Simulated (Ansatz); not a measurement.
Molecule: RuF3, charge 0, multiplicity 4. SMILES: [F][Ru]([F])[F]

Atoms: Ru1, F2, F3, F4. Bonds: Ru1-F2, Ru1-F3, Ru1-F4.

Bond lengths (Å) and angles (degrees) optimised at HF/STO-3G with Ansatz (a first-principles code); HF/3-21G with Ansatz; PBE/6-31G* with LANL2DZ past Ar with Ansatz; B3LYP/LANL2DZ with Ansatz; B3LYP/6-31G* with LANL2DZ past Ar with Ansatz; MP2/6-31G* with LANL2DZ past Ar with Ansatz, each started from the B3LYP-D3(BJ)/def2-TZVP structure (Ansatz) of the last column. A row stands for all coordinates that are equal there. 6-31G* holds six Cartesian d functions. At B3LYP/6-31G* with LANL2DZ past Ar the structure is a saddle point. No wavenumbers were computed at HF/STO-3G, PBE/6-31G* with LANL2DZ past Ar, B3LYP/LANL2DZ, MP2/6-31G* with LANL2DZ past Ar, so these may be saddle points.

```tsv
coordinate	HF/STO-3G	HF/3-21G	PBE/6-31G* with LANL2DZ past Ar	B3LYP/LANL2DZ	B3LYP/6-31G* with LANL2DZ past Ar	MP2/6-31G* with LANL2DZ past Ar	B3LYP-D3(BJ)/def2-TZVP
Ru1-F2	1.776	1.861	1.866	1.892	1.857	1.863	1.853
Ru1-F3	1.721	1.875	1.852	1.906	1.873	1.877	1.869
F2-Ru1-F3	102.5	97.9	101.1	99.1	98.8	99.2	98.6
F2-Ru1-F4	155.1	164.3	157.8	161.9	162.4	161.6	162.9
```

Mean signed difference of all 3 bond lengths from B3LYP-D3(BJ)/def2-TZVP: HF/STO-3G -0.100 Å, HF/3-21G 0.008 Å, PBE/6-31G* with LANL2DZ past Ar 0.003 Å, B3LYP/LANL2DZ 0.039 Å, B3LYP/6-31G* with LANL2DZ past Ar 0.004 Å, MP2/6-31G* with LANL2DZ past Ar 0.009 Å.
